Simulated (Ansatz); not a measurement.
`C[O][Ge]([OH])([O]C)[O]C`, relaxed with RKS PBE-D4/def2-SVP in Ansatz 0.2.0 from a rough embedded geometry. The force threshold is 0.03 eV/Å; the program also tests the step.

Charge 0, multiplicity 1.

Start:

```xyz
18

C    -1.825   -0.096    1.145
O    -1.202    0.802    0.228
Ge    0.356    0.084   -0.264
O     1.196    1.048   -1.525
O     1.439   -0.126    1.145
C     1.749    1.153    1.657
O     0.077   -1.599   -1.000
C    -0.672   -1.425   -2.172
H    -2.750    0.384    1.526
H    -2.026   -1.059    0.762
H    -1.172   -0.147    2.108
H     2.014    0.605   -1.703
H     2.390    1.097    2.571
H     0.810    1.693    2.000
H     2.282    1.743    0.902
H    -0.116   -0.824   -2.893
H    -0.878   -2.405   -2.586
H    -1.672   -0.928   -1.900
```

Question: By how much does the energy fall, and how many steps does the optimiser take? (Best estimate.)

Answer: The calculation gave: 0.56 eV, in 6 steps.

Question: Which bonds change most? (Estimate.)

Answer: Ansatz gave: Ge3–O7 from 1.858 to 1.782 Å; C1–H10 from 1.055 to 1.114 Å; C1–H11 from 1.165 to 1.115 Å; C8–H18 from 1.150 to 1.115 Å.

Question: Give the relaxed structure. (Estimate.)

Answer: The calculation gave: 
```xyz
18

C    -1.905    0.109    1.146
O    -1.164    0.839    0.176
Ge    0.395    0.169   -0.367
O     0.940    1.390   -1.546
O     1.537   -0.092    0.975
C     1.873    1.019    1.797
O     0.239   -1.468   -1.055
C    -0.638   -1.647   -2.161
H    -2.839    0.671    1.351
H    -2.185   -0.910    0.792
H    -1.354   -0.008    2.107
H     1.803    1.122   -1.914
H     2.562    0.657    2.588
H     0.983    1.470    2.292
H     2.390    1.826    1.230
H    -0.318   -1.064   -3.056
H    -0.628   -2.724   -2.427
H    -1.689   -1.357   -1.927
```
